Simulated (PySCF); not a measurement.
**Electron correlation in Eu(2+) (europium, charge +2)**

[Xe] 4f6 5d1, one real determinant (an excited configuration). All numbers are calculated (PySCF 2.14, the spin-free X2C one-electron Hamiltonian (Gaussian nucleus), in cc-pVDZ-X2C). Frozen: [Ar] 3d10; 33 electrons correlated.

MP2 pair energies summed by pair of shells (mhartree):

```csv
pair,energy,share (%)
4d-4f,-115.64,15.0
4d-4d,-114.89,14.9
5p-5p,-106.40,13.8
4f-5p,-102.10,13.2
4d-5p,-78.38,10.1
4f-4f,-64.65,8.4
5s-5p,-30.74,4.0
4p-4d,-24.60,3.2
5p-5d,-22.78,2.9
4d-5s,-20.86,2.7
4f-5s,-20.66,2.7
4p-4f,-17.78,2.3
4p-4p,-8.85,1.1
4f-5d,-8.16,1.1
4p-5p,-6.39,0.8
5s-5s,-5.66,0.7
4d-5d,-5.26,0.7
4s-4d,-5.05,0.7
4s-4f,-3.54,0.5
4p-5s,-3.37,0.4
5s-5d,-2.90,0.4
4s-4p,-2.40,0.3
4s-4s,-0.69,0.1
4s-5p,-0.67,0.1
4p-5d,-0.31,0.0
4s-5s,-0.27,0.0
4s-5d,-0.04,0.0
```

Total MP2 correlation energy: -773.07 mhartree.

Same-spin part -324.60 and opposite-spin part -448.47 mhartree; SCS-MP2 scales them by 1/3 and 6/5 to -646.37 mhartree.

The reference is one real determinant that mixes LS terms of this configuration.

This basis was not built for core-valence correlation, so the inner-shell part is incomplete.
